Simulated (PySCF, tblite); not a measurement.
# Complex of sulfur trioxide and dimethyl sulfide

A gas-phase complex of sulfur trioxide and dimethyl sulfide; neutral, singlet. The structure comes from a short search (6 tight-binding starts) and was relaxed by PBE0-D3(BJ)/def2-SVPD; another way of binding may lie lower. No frequency run checks that it is a minimum.

Parts: 1 = sulfur trioxide (O=S(=O)=O), atoms 1–4; 2 = dimethyl sulfide (CSC), atoms 5–13.

Coordinates in Å:
```
O1     -0.077    1.356    0.523
S2      0.252   -0.016    0.889
O3      1.663   -0.404    0.869
O4     -0.740   -1.062    0.675
C5      0.715   -1.387    3.685
S6      0.005    0.204    3.239
C7      1.402    1.306    3.495
H8      0.901   -1.418    4.765
H9     -0.021   -2.150    3.406
H10     1.640   -1.537    3.112
H11     1.613    1.393    4.568
H12     1.111    2.281    3.086
H13     2.269    0.917    2.944
```

| contact | kind (by geometry) | distance (Å) | angle (°) |
| --- | --- | --- | --- |
| S2···S6 | partial bond | 2.373 | - |

Deforming the relaxed parts to their shape here costs 9.0 kcal/mol, which the interaction energies leave out.

Interaction energies are complex less parts, with the parts frozen as they stand in it; counterpoise-corrected, in kcal/mol (PySCF).

Problem. How strongly do the parts interact, level by level?

Solution. 
```json
{"level": "wB97M-D3(BJ)/def2-SVPD", "interaction": "-27.62", "superposition error removed": "-3.45"}
{"level": "PBE0-D3(BJ)/def2-SVPD", "interaction": "-31.09", "superposition error removed": "-3.56"}
```

Problem. What holds them together? Decompose the wB97M-D3(BJ)/def2-SVPD energy: frozen parts, their antisymmetrised product, then relaxation.

Solution. electrostatic -71.8, Pauli repulsion +114.3, orbital relaxation -69.0, dispersion correction -4.6 kcal/mol, which sum to the value before the counterpoise correction; the Pauli term holds the exchange-correlation of the frozen density too. Of the attraction, 49 % is electrostatic, 47 % is orbital relaxation, 3 % is dispersion correction.

The parts were also relaxed and run alone, at the levels used for the complex: shieldings by PBE0/pcSseg-1; core levels by delta-SCF with SCAN, pcX-2 on the ionised atom and pcseg-1 elsewhere, spin-free X2C (2p3/2 is the spin-free 2p value less a third of a first-order spin-orbit splitting).

Values alone: shielding of S2 (ppm): 44.0; shielding of S6 (ppm): 594.8; O1 1s core level (eV): 540.44; S2 2p3/2 core level (eV): 176.70; S6 2p3/2 core level (eV): 169.14.

Problem. What does binding change?

Solution. 
```csv
property,alone,in the complex,change
shielding of S2 (ppm),44.0,94.8,+50.8
shielding of S6 (ppm),594.8,430.6,-164.2
O1 1s core level (eV),540.44,537.83,-2.61
S2 2p3/2 core level (eV),176.70,174.23,-2.47
S6 2p3/2 core level (eV),169.14,171.09,+1.95
```
